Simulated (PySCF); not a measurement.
Compound: C₃H₄F₄.
Structure used (PBE0-D3(BJ)/def2-SVP), in Å, numbered top down from 1:
```xyz
11
C3H4F4 angstrom
C      1.073   -0.736   -0.187
C      0.279    0.538   -0.052
F      0.334    1.257   -1.217
C     -1.190    0.286    0.256
F     -1.866    1.428    0.341
F     -1.302   -0.350    1.428
F     -1.769   -0.468   -0.677
H      1.049   -1.307    0.751
H      0.656   -1.356   -0.993
H      2.116   -0.494   -0.429
H      0.667    1.170    0.766
```

Method: TDDFT CAM-B3LYP/def2-SVPD, vertical, gas phase, core orbitals frozen in the response (PySCF 2.14.0, density-fitted response routines).

Transition dipole moments from the ground state, in atomic units and in the frame of the coordinates above (overall signs are arbitrary), for the states with f of 0.002 or more among the lowest 6:

```json
{"state": "S1", "E (eV)": "9.730", "μx": "0.032", "μy": "0.105", "μz": "0.178"}
{"state": "S2", "E (eV)": "9.938", "μx": "0.101", "μy": "-0.061", "μz": "0.088"}
{"state": "S3", "E (eV)": "10.299", "μx": "-0.171", "μy": "-0.034", "μz": "-0.056"}
{"state": "S4", "E (eV)": "10.547", "μx": "0.136", "μy": "-0.232", "μz": "0.060"}
{"state": "S5", "E (eV)": "10.826", "μx": "-0.328", "μy": "-0.369", "μz": "-0.390"}
{"state": "S6", "E (eV)": "10.973", "μx": "-0.027", "μy": "-0.355", "μz": "0.272"}
```

**Question.** Work out the oscillator strengths.

**Answer.** f = (2/3) ΔE |μ|² with ΔE in hartree (27.2114 eV).

```csv
state,|μ|² (au),|μ| (D),f
S1,0.044,0.53,0.010
S2,0.022,0.37,0.005
S3,0.033,0.46,0.008
S4,0.076,0.70,0.020
S5,0.396,1.60,0.105
S6,0.201,1.14,0.054
```

**Question.** Which bond between heavy atoms lies closest to the direction of the S5 transition dipole?

**Answer.** C4–F7, at 7° from it; next C2–C4 at 62°.

**Question.** What angle do the transition dipoles of S1 and S6 make?

**Answer.** |cos θ| = |μa·μb| / (|μa| |μb|) = 0.11, so θ ≈ 84° (taken between 0 and 90°, since the signs are arbitrary).

**Question.** What peak molar absorption coefficient would the strongest computed level give as a lone Gaussian band 0.5 eV wide at half height?

**Answer.** ε(max) = 2.175×10⁸ f / FWHM, with the width in cm⁻¹. S5: 2.175×10⁸ × 0.1051 / 4033 ≈ 5700 L mol⁻¹ cm⁻¹.

Hardware: an Intel Xeon Platinum 8259CL at 2.50 GHz with one thread, no GPU (shared host). Cost: 34 s of wall time, 0.84 GiB resident at most.

Without π bonds the low states may be Rydberg-like; a valence basis with one diffuse set may place them up to an eV too high.
